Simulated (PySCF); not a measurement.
difluoromethyl(methyl)silane (C2H6F2Si), SMILES C[SiH2]C(F)F.

Coordinates come from a B3LYP-D3(BJ)/def2-SVP optimisation. Other conformers were not sampled.

Method: ωB97X/def2-TZVP (PySCF).

```yaml
total_energy: -569.06072 hartree
point_group: Cs
highest_occupied_level: -10.92 eV
lowest_empty_level: 2.44 eV
orbital_gap: 13.36 eV
dipole_moment: 1.66 D
quadrupole, principal values (traceless, Buckingham form, about the centre of nuclear charge): -3.08, -3.05, 6.13 D·Å
mean_static_polarisability: 51.8 bohr³ (7.68 Å³)
polarisability_principal_values: 49.1, 51.2, 55.1 bohr³
```
